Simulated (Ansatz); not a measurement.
Cl$_{3}$GaH$_{2}$Se, SMILES `[Cl][Ga-]([Cl])([Cl])[SeH2+]` at its PBE0-D4/def2-TZVP geometry, where that method's forces vanish. Total charge 0; spin multiplicity 1.

```csv
atom,x (Å),y (Å),z (Å)
Cl1,2.0581,0.3967,-1.6060
Ga2,1.0061,-0.2376,0.1548
Cl3,1.0653,-2.3208,0.6707
Cl4,0.8955,1.1643,1.7800
Se5,-1.4526,-0.1289,-0.7857
H6,-1.5026,1.3401,-0.7596
H7,-2.0698,-0.2138,0.5458
```

For each bond, give half the difference of the two atoms' forces along it (eV/Å; positive pushes the atoms apart) under PBE-D4, r2SCAN-D4, B3LYP-D4, ωB97M-V in def2-TZVPP. (Estimate.)

Computed: 
| bond | length (Å) | PBE-D4 | r2SCAN-D4 | B3LYP-D4 | ωB97M-V |
| --- | --- | --- | --- | --- | --- |
| Cl1–Ga2 | 2.147 | 0.15 | 0.00 | 0.13 | -0.01 |
| Ga2–Cl3 | 2.147 | 0.15 | 0.00 | 0.13 | -0.01 |
| Ga2–Cl4 | 2.149 | 0.14 | 0.01 | 0.13 | -0.01 |
| Ga2–Se5 | 2.635 | 0.03 | -0.01 | 0.08 | 0.04 |
| Se5–H6 | 1.470 | 0.27 | 0.00 | 0.03 | -0.12 |
| Se5–H7 | 1.470 | 0.27 | 0.00 | 0.03 | -0.12 |

B3LYP here is the variant with VWN-RPA as its local correlation; programs differ in this.
